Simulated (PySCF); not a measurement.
SMILES C[Si](O)(O)/C=C/[Si](C)(O)O (GFN2-xTB optimised geometry):

```
22

Si    -1.445    -1.989     4.153
C     -3.348    -2.004     4.115
O     -0.873    -3.530     4.187
O     -0.860    -1.296     5.505
C     -0.742    -0.987     2.720
C     -0.929    -1.265     1.432
Si    -0.204    -0.278     0.000
C     -0.852     1.513     0.000
O      1.439    -0.278     0.000
O     -0.622    -1.086    -1.350
H     -3.752    -1.018     4.318
H     -3.725    -2.313     3.145
H     -3.755    -2.685     4.858
H     -1.026    -4.107     3.446
H     -0.734    -1.832     6.283
H     -0.142    -0.123     2.977
H     -1.540    -2.122     1.174
H     -0.715     1.986     0.968
H     -0.337     2.122    -0.739
H     -1.912     1.547    -0.228
H      1.912     0.073     0.748
H     -0.064    -1.023    -2.120
```

Level of theory: PBE0/def2-SVP run with PySCF 2.14.0.

Q: What are the frontier orbital energies and the dipole moment?

A: HOMO-2 -8.22 eV, HOMO-1 -7.80 eV, HOMO -7.32 eV, LUMO -0.55 eV, LUMO+1 1.10 eV; dipole moment 0.07 D.

On the same geometry PBE/def2-SVP in PySCF gives HOMO-2 -6.62 eV, HOMO-1 -6.53 eV, HOMO -5.89 eV, LUMO -1.45 eV, LUMO+1 0.25 eV; dipole moment 0.21 D.

Meta-Löwdin charges at PBE0/def2-SVP: Si1 1.25, C2 -0.59, O3 -0.72, O4 -0.72, C5 -0.34, C6 -0.34, Si7 1.25, C8 -0.59, O9 -0.72, O10 -0.72, H11 0.12, H12 0.11, H13 0.11, H14 0.33, H15 0.34, H16 0.10, H17 0.10, H18 0.11, H19 0.11, H20 0.12, H21 0.33, H22 0.34.
